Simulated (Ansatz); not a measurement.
Gas-phase electronic energies from Ansatz, PBE0-D4/def2-TZVP geometries. CCSD(T)/CBS is the MP2 limit (def2-TZVPP, def2-QZVPP) plus CCSD(T) − MP2 in def2-TZVPP, frozen cores. Functionals use def2-TZVPP. HSE06 is defined as in plane-wave codes. Each species was taken in one conformer, which may not be the lowest.

Consider the ligand exchange at the Si–C bond: `C[SiH2]/C=C/[SiH3]` + `CBS` → `CBS[SiH2]C` + `C=C[SiH3]`.

Is it downhill or uphill in electronic energy at CCSD(T)/CBS, and by how much? (Best estimate.)

The calculation gave: Downhill: ΔE = -13.6 kcal/mol.

What do these levels give: r2SCAN0-D4, ωB97X-V, PBE-QIDH, r2SCAN0, HSE06, CAM-B3LYP, RPA@PBE/def2-TZVPP, MP2/def2-SVP, CCSD/def2-SVP, CCSD/def2-TZVPP, MP2/def2-QZVPP, HF/CBS(def2)? (Estimate.)

Ansatz gave: r2SCAN0-D4 -13.9, ωB97X-V -13.2, PBE-QIDH -13.8, r2SCAN0 -13.8, HSE06 -13.3, CAM-B3LYP -12.2, RPA@PBE/def2-TZVPP -12.1, MP2/def2-SVP -12.3, CCSD/def2-SVP -11.7, CCSD/def2-TZVPP -12.8, MP2/def2-QZVPP -14.3, HF/CBS(def2) -13.1 kcal/mol.

Largest T1 diagnostic among the species: 0.013.

From BLYP to BHLYP (50 % exact exchange), in def2-TZVPP and without D4, ΔE moves by −1.0 kcal/mol. Leaving LDA and LC-ωPBE aside and taking each functional with its dispersion term where it has one, the values, not all of them listed here, spread over 1.4 kcal/mol, from r2SCAN0-D4 to BLYP-D4. At CCSD(T), def2-SVP lies +2.0 kcal/mol from the extrapolated value and def2-TZVPP +0.7 kcal/mol.
